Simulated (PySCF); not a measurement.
C2H5ClOSi2, SMILES O[SiH2]C#C[SiH2]Cl.

Geometry optimised at B3LYP-D3(BJ)/def2-SVP. The structure was generated by enumeration, and PubChem lists no compound with its InChIKey, so it may never have been made. The values are those of a single conformer.

Method: TDDFT-PBE/def2-SVPD (PySCF).

Vertical excitations. 

Computed lowest excited states:
```csv
state,energy (eV),λ (nm),f,main pairs
S1,5.06,245,0.003,"HOMO→LUMO 83 %, HOMO−1→LUMO 13 %"
S2,5.24,237,0.016,"HOMO−1→LUMO 62 %, HOMO→LUMO+1 26 %"
S3,5.42,229,0.011,"HOMO−1→LUMO+1 67 %, HOMO→LUMO+1 24 %"
S4,5.59,222,0.019,"HOMO−2→LUMO 76 %, HOMO−1→LUMO+1 13 %"
S5,5.62,221,0.012,HOMO−3→LUMO 82 %
S6,5.78,214,0.023,HOMO−4→LUMO 80 %
S7,5.86,212,0.011,"HOMO−2→LUMO+1 69 %, HOMO−4→LUMO 15 %"
S8,5.91,210,0.005,"HOMO−3→LUMO+1 81 %, HOMO−2→LUMO+1 15 %"
S9,6.07,204,0.003,HOMO−4→LUMO+1 99 %
S10,6.41,193,0.314,"HOMO−5→LUMO 33 %, HOMO→LUMO+1 11 %, HOMO−5→LUMO+1 8 %, HOMO−1→LUMO 7 %"
T1,4.37,284,0,"HOMO−1→LUMO 44 %, HOMO→LUMO+1 20 %, HOMO→LUMO 19 %"
T2,4.64,267,0,"HOMO→LUMO 58 %, HOMO−1→LUMO+1 19 %, HOMO−1→LUMO 17 %"
T3,4.72,263,0,"HOMO→LUMO+1 58 %, HOMO−1→LUMO 23 %, HOMO−1→LUMO+1 9 %"
T4,5.17,240,0,"HOMO−1→LUMO+1 59 %, HOMO→LUMO 16 %, HOMO→LUMO+1 13 %"
```
Triplets are in the Tamm–Dancoff approximation, which puts them higher than full response would, so one can lie above its singlet here.
